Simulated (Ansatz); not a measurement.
MoNF3⁻, relaxed as a doublet with UKS PBE-D4/def2-SVPD in Ansatz, starting from the PBE-D4/def2-SVP geometry of the neutral singlet. Force threshold 0.02 eV/Å.

In the def2 sets Mo takes a core potential; there is no spin–orbit coupling. The highest occupied level of the relaxed charge -1 doublet lies above zero (up to 0.79 eV). By energy differences its removal costs 1.97 eV (each at its own geometry, to the charge 0 singlet, at PBE0-D4/def2-TZVPD). No other spin state of charge -1 was run.

Start:

Cartesian coordinates in Å:
```
Mo 0.024 -0.024 -0.028
N -0.878 0.876 1.006
F -1.209 -0.835 -1.149
F 0.941 -1.215 1.057
F 1.121 1.197 -0.887
```

(1) Estimate the energy that the relaxation releases and the steps that it takes.

(2) Does the start keep its bonding and symmetry?

(3) Predict the relaxed structure.

Results:

(1) 92.1 kJ/mol, in 18 steps; 48 s on 4 threads of Arm Neoverse V1 on a shared host. The force fell under the threshold at step 7, but the optimiser went on and released 0.064 eV more. No frequencies were taken in this run, so the end may be a saddle point.

(2) By distances, no bond broke or formed. The bond that changes most is Mo1–F3, from 1.85 to 1.97 Å (atoms count from 1). Point group C3v at the start, Cs at the end, both within 0.05 Å.

(3) 
```xyz
5

Mo    0.0235    0.1674    0.0031
N    -0.9516    0.9619    1.0839
F    -1.0973   -1.0907   -1.0142
F     0.7955   -1.3957    0.9164
F     1.2298    1.3570   -0.9892
```
Bond lengths: 3 × F–Mo 1.96 to 1.97 Å; 1 × Mo–N 1.66 Å.
